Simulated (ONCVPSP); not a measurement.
**mercury, ONCV: configuration errors across variants**

```json
{
 "Element": "Hg",
 "Generator": "ONCVPSP 4.0.1",
 "Type": "optimised norm-conserving Vanderbilt (ONCV)",
 "Functional": "PBE",
 "Relativity": "scalar-relativistic",
 "Frozen core": "[Kr] 4d10 4f14",
 "Valence charge": "20",
 "Reference configuration": "5s2 5p6 5d10 6s1.75 6p0.25",
 "Partial waves": "5s+6s: rc 1.70 bohr, ncon 3, nbas 6, qcut 5.5 1/bohr, 2 projectors; 5p+6p: rc 1.60 bohr, ncon 4, nbas 7, qcut 10.4 1/bohr, 2 projectors; 5d: rc 2.15 bohr, ncon 4, nbas 9, qcut 6.8 1/bohr, 2 projectors, debl 0.4 Ha",
 "Local potential": "polynomial inside 1.20 bohr (lpopt 5, dvloc0 0 Ha)",
 "Core correction": "Teter function, fcfact 1.5, rcfact 1.35"
}
```

All-electron excitation energies from the reference (eV): (1) 5s2 5p6 5d10 6s2 6p0 -1.456; (2) 5s2 5p6 5d10 6s1 6p0 9.232; (3) 5s2 5p6 5d10 6s0 6p2 11.120.

1 further variants failed, have other tests or too few solved ones, and are left out.

A true bound ghost makes a file unfit for plane-wave use even where its test errors are small: the radial tests pick states by their node count and pass the ghost by.

Errors AE − PS in meV (a dash: test not solved or not reliable):

| change | (1) | (2) | (3) | bound ghosts | GHOST(+) flags above zero |
| --- | --- | --- | --- | --- | --- |
| base | +0.3 | -4.2 | -11 | none | s |
| s: qcut 5.6; p: qcut 10.6; d: qcut 7 | +0.2 | -4.3 | -11 | none | s |
| local potential polynomial inside 1.20 bohr (lpopt 5, dvloc0 -2 Ha) | +0.3 | -4.2 | -11 | none | s |
| p: qcut 11.5 | +0.2 | -4.2 | -12 | none | s |
| local potential polynomial inside 1.15 bohr (lpopt 5, dvloc0 0 Ha) | +0.3 | -4.2 | -11 | none | s |
| d: qcut 8.1 | +0.2 | -4.5 | -11 | d | s |

Give the same row for: core correction Teter function, fcfact 2.6, rcfact 1.35.

+0.2, -4.3, -12; bound ghosts: none; GHOST(+) flags above zero: s.
